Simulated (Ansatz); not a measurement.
Cl$_{2}$HO$_{2}$Ta, SMILES `[O]=[Ta]([OH])([Cl])[Cl]`, relaxed with RKS PBE0-D4/def2-TZVP in Ansatz from a PBE-D4/def2-SVP geometry. The force threshold is 0.005 eV/Å; the program also tests the step.

Total charge 0; spin multiplicity 1. Ta: def2 effective core potential.

Start:

```xyz
6

O    -1.078   -0.935   -1.432
Ta   -0.403   -0.098   -0.079
O     1.466   -0.046   -0.449
Cl   -1.301    2.038    0.002
Cl   -0.842   -1.313    1.847
H     2.158    0.355    0.110
```

```json
{"step": "1", "energy (eV)": "-30704.4557", "largest force (eV/Å)": "1.123", "largest move (Å)": "0.000"}
{"step": "2", "energy (eV)": "-30704.4887", "largest force (eV/Å)": "0.282", "largest move (Å)": "0.046"}
{"step": "3", "energy (eV)": "-30704.4924", "largest force (eV/Å)": "0.043", "largest move (Å)": "0.011"}
{"step": "4", "energy (eV)": "-30704.4927", "largest force (eV/Å)": "0.036", "largest move (Å)": "0.006"}
{"step": "5", "energy (eV)": "-30704.4932", "largest force (eV/Å)": "0.036", "largest move (Å)": "0.018"}
{"step": "6", "energy (eV)": "-30704.4934", "largest force (eV/Å)": "0.007", "largest move (Å)": "0.010"}
{"step": "7", "energy (eV)": "-30704.4934", "largest force (eV/Å)": "0.000", "largest move (Å)": "0.001"}
```

End:

```xyz
6

O    -1.070   -0.930   -1.424
Ta   -0.402   -0.104   -0.088
O     1.453   -0.036   -0.427
Cl   -1.297    2.009    0.016
Cl   -0.846   -1.287    1.830
H     2.163    0.347    0.093
```

Hardware: 4 threads of an Arm Neoverse V2 on a shared host. Wall time 22 s, peak host memory 0.49 GiB.
